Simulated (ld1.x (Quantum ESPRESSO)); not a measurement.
Before and after: TM potential for nickel (Ni)

nickel, norm-conserving Troullier–Martins (Kleinman–Bylander form), made with ld1.x (Quantum ESPRESSO) 7.5 (PBE, scalar-relativistic). Core [Ne], reference 3s2 3p6 3d8 4s2 4p0. Waves: 3s (bound): rc 1.05 bohr; 3p (bound): rc 1.05 bohr; 3d (bound): rc 1.70 bohr. Local part: the d channel. Core correction: none.

Occupied shells without a wave of their own: 4s. They enter only through the test configuration that unscreens the potential.

All-electron outer shells of the reference configuration (PBE, scalar-relativistic, ld1.x):

```tsv
shell	level (eV)	outermost node (bohr)	outermost maximum (bohr)
2s	-981.83	0.07	0.21
2p	-844.68	–	0.16
3s	-111.06	0.30	0.64
3p	-71.39	0.27	0.65
3d	-8.87	–	0.63
4s	-5.64	0.92	2.24
4p	-1.22	1.00	3.17
```

Change: wave 3p (bound): rc 1.05 bohr becomes 3p (bound): rc 1.50 bohr.

Cutoffs: the cutoffs (Ry, on a coarse ladder) from which the occupation-weighted sum of valence levels, in a spherical-Bessel basis at the reference potential, stays within 10 and 1 mRy of its value at 400 Ry; they do not see the model core or the augmentation charge, which bear on the density cutoff. Errors are all-electron minus pseudo energies relative to the spin-unpolarised reference configuration.

Question: Predict the effect on cutoff, ghosts and configuration errors.

Answer: The potential gets neither clearly harder nor softer (140 Ry and 180 Ry → 140 Ry and 180 Ry); the s channel sets the loose cutoff, while the largest relative change is in p, which becomes softer; the errors of the 7 common tests hardly move; neither file shows a bound ghost.

```tsv
quantity	base	changed
cutoff, loose	140 Ry	140 Ry
cutoff, tight	180 Ry	180 Ry
loose cutoff by channel (10 mRy a level)	s 80 Ry, p 70 Ry, d 80 Ry	s 80 Ry, p 60 Ry, d 80 Ry
bound ghosts	none	none
error for 3s2 3p6 3d8 4s1 4p0, meV [ΔE 9.32 eV]	-16	-15
error for 3s2 3p6 3d8 4s0 4p0, meV [ΔE 26.67 eV]	-296	-293
error for 3s2 3p6 3d7 4s0 4p0, meV [ΔE 64.14 eV]	-1307	-1311
error for 3s2 3p6 3d8 4s1 4p1, meV [ΔE 4.60 eV]	-345	-361
error for 3s2 3p5 3d8 4s2 4p0, meV [ΔE 79.52 eV]	+230	+262
error for 3s2 3p6 3d8 4s1.5 4p0, meV [ΔE 3.72 eV]	+8.1	+8.1
error for 3s2 3p6 3d8.5 4s1.5 4p0, meV [ΔE -1.18 eV]	+73	+74
s: phases at 1.84 bohr within 0.05 rad from the reference energy up to (Ry; the scan ends near 5)	-0.2	-0.2
p: phases at 1.84 bohr within 0.05 rad from the reference energy up to (Ry; the scan ends near 5)	-1.0	-1.0
d: phases at 1.84 bohr within 0.05 rad from the reference energy up to (Ry; the scan ends near 5)	1.0	1.0
```

Base: The 4s level has no wave, so the channel is fitted at the deeper level alone: the likely source of the large errors. Changed file: The 4s level has no wave, so the channel is fitted at the deeper level alone: the likely source of the large errors.
